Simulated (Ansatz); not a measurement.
Basis sets compared for Na8⁺ (the lowest doublet isomer of a short search). Total charge 1; doublet. Geometry r2SCAN/def2-SVP. Ansatz on 4 threads of Arm Neoverse N1 on a shared host; times are rough, and most runs start from earlier orbitals.

```xyz
8

Na   -0.128   -2.241    1.786
Na    0.894   -0.252   -0.970
Na   -2.047   -2.362   -1.352
Na   -2.037    0.718    0.686
Na    1.222    1.216    2.284
Na   -1.674    1.092   -2.923
Na    0.307    3.313   -0.574
Na    3.463   -1.484    1.062
```

The structure comes from a short search, and lower isomers may exist.

| level | functions | energy (Eh) | HOMO (eV) | LUMO (eV) | wall time |
| --- | --- | --- | --- | --- | --- |
| PBE/def2-SVP | 120 | -1296.8576 | -5.69 | -5.24 | 9 s |
| PBE0/def2-SVP | 120 | -1296.9720 | -6.09 | -4.70 | 22 s |

Q: Estimate the rows for PBE/def2-TZVP (with forces), PBE0/def2-TZVP.

A: 
```json
{"level": "PBE/def2-TZVP (with forces)", "functions": "256", "energy (Eh)": "-1297.3347", "HOMO (eV)": "-5.73", "LUMO (eV)": "-5.26", "wall time": "20 s"}
{"level": "PBE0/def2-TZVP", "functions": "256", "energy (Eh)": "-1297.4443", "HOMO (eV)": "-6.12", "LUMO (eV)": "-4.72", "wall time": "50 s"}
```
